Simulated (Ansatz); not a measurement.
Program: Ansatz. Geometries: PBE0-D4/def2-TZVP. ΔE: electronic, gas phase. CCSD(T)/CBS adds triple-zeta CCSD(T) − MP2 to the extrapolated MP2 energy (def2 sets, frozen cores). This one scheme is used for every species. Functionals use def2-TZVPP. For Br, Ti outer-core shells are correlated without core-valence functions, which leaves a few kJ/mol of doubt a bond. Scalar relativity is left out up to krypton.

Reaction (ligand exchange at a Ti–Br bond): `[F][Ti]([Cl])([Cl])[Br]` + HCl → `[F][Ti]([Cl])([Cl])[Cl]` + HBr

Q: Is it downhill or uphill in electronic energy at CCSD(T)/CBS, and by how much? (An estimate is asked.)

A: Computed: Uphill: ΔE = +4.5 kJ/mol.

Q: What do these levels give: r2SCAN-D4, B97M-V, BLYP, r2SCAN, HF/def2-TZVPP, HF/CBS(def2)? (Best estimate.)

A: The calculation gave: r2SCAN-D4 0.8, B97M-V -2.9, BLYP -2.0, r2SCAN 0.6, HF/def2-TZVPP -2.9, HF/CBS(def2) -3.4 kJ/mol.

Q: What do rigid-rotor, harmonic-oscillator terms from PBE0-D4/def2-TZVP frequencies (298.15 K, 1 bar) make of the CCSD(T)/CBS value? (Estimate.)

A: The calculation gave: ΔZPE = -0.9 kJ/mol, ΔH = +3.0 kJ/mol, ΔS = -9 J/(mol·K), ΔG = +5.7 kJ/mol.

Largest T1 diagnostic among the species: 0.024, so the coupled-cluster value is less sure than usual.

Leaving LDA and LC-ωPBE aside and taking each functional with its dispersion term where it has one, the values, not all of them listed here, spread over 7.5 kJ/mol, from B97M-V to PBE-QIDH. At CCSD(T), def2-SVP lies −5.8 kJ/mol from the extrapolated value and def2-TZVPP −1.4 kJ/mol.
